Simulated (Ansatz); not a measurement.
Born–Oppenheimer molecular dynamics of C₂H₆O₂Sn (11 atoms, charge 0, multiplicity 1). It starts at the highest image of a converged band. Of that band: The profile has 3 maxima (images 1, 3, 5) with wells between them (images 2, 4): this band takes more than one step, which may be the mechanism or a detour left from its start path. Neighbouring images differ by up to 2.6 eV, so the band resolves the path poorly. A vibrational analysis at the climbing image gives one clearly imaginary mode, 1954i cm⁻¹: a first-order saddle point.

Level of theory: RKS PBE0-D4/def2-SVP in Ansatz 0.2.0.

```
ensemble                      : NVE (velocity Verlet)
time step                     : 0.5 fs
steps asked                   : 200
starting velocities drawn for : 300 K
seed                          : 9861
```

First frame:

```xyz
11
Properties=species:S:1:pos:R:3
O 0.688 0.714 1.823
C 0.958 -0.296 1.036
O 1.628 -1.272 1.493
C 0.515 -0.567 -0.302
Sn -1.248 0.333 -1.071
H 0.220 1.398 1.319
H 1.140 -1.718 0.435
H 1.362 -0.554 -1.004
H -1.465 1.796 -0.157
H -1.091 0.738 -2.726
H -2.643 -0.628 -0.826
```

(1) How far do the bonds stretch over the last three quarters of this one trajectory? (Pairs bonded in most of those frames.)

Results:

(1) 
```csv
bond,mean (Å),spread (Å),shortest,longest
O1–C2,1.342,0.050,1.26,1.44
O1–H6,0.973,0.024,0.93,1.01
C2–O3,1.342,0.027,1.31,1.40
C2–C4,1.375,0.024,1.34,1.41
O3–H7,0.992,0.075,0.87,1.10
C4–Sn5,2.156,0.086,2.00,2.29
C4–H8,1.115,0.011,1.09,1.14
Sn5–H9,1.735,0.035,1.67,1.79
Sn5–H10,1.714,0.014,1.69,1.74
Sn5–H11,1.717,0.019,1.69,1.75
```

Mean temperature of the second half: 978 K. The conserved energy stayed within 0.69 meV per atom of its start (net change 0.0031 meV per atom), so the integration is sound. The kinetic energy rose, since the run started high on the potential surface and went downhill. A run of 0.1 ps of so small a system gives no equilibrium averages. The orbitals stay closed-shell, which can raise the energy where a bond breaks towards radicals; this wasn't checked here.

Run time: 8.1 min on 2 threads of AMD EPYC 9R14 (Zen 4) (shared host), peak memory 0.28 GiB.
